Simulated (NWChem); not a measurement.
Molecule: TeO, triplet; SMILES O=[Te]

```xyz
2

O      0.0000     0.0000    -1.6039
Te     0.0000     0.0000     0.2468
```
Atoms are numbered in this order, from 1.

Results from NWChem. Spin-unrestricted. The geometry was optimised at PBE0/def2-SVP, spin-unrestricted. No stability test was run on the SCF state. def2 effective core potentials on Te; no spin-orbit coupling. B3LYP is NWChem's, with the RPA form of VWN correlation.

Q: Taking B3LYP/def2-QZVP as the yardstick, which of these has the fewest basis functions while keeping “highest occupied level (eV)” within 0.1 eV of it: B3LYP/def2-SVPD; B3LYP/def2-TZVPD; B3LYP/def2-TZVP; B3LYP/def2-TZVPP; B3LYP/def2-SVP?

A: B3LYP/def2-SVPD.
```json
[
 {"level": "B3LYP/def2-SVP", "basis functions": "40", "highest occupied level (eV)": "-6.64", "relative time (rough)": "1"},
 {"level": "B3LYP/def2-SVPD", "basis functions": "58", "highest occupied level (eV)": "-6.94", "relative time (rough)": "1"},
 {"level": "B3LYP/def2-TZVP", "basis functions": "81", "highest occupied level (eV)": "-6.85", "relative time (rough)": "4"},
 {"level": "B3LYP/def2-TZVPP", "basis functions": "81", "highest occupied level (eV)": "-6.85", "relative time (rough)": "4"},
 {"level": "B3LYP/def2-TZVPD", "basis functions": "99", "highest occupied level (eV)": "-6.91", "relative time (rough)": "6"},
 {"level": "B3LYP/def2-QZVP", "basis functions": "139", "highest occupied level (eV)": "-6.90", "relative time (rough)": "30"}
]
```

The yardstick is one finite set, not the basis-set limit.
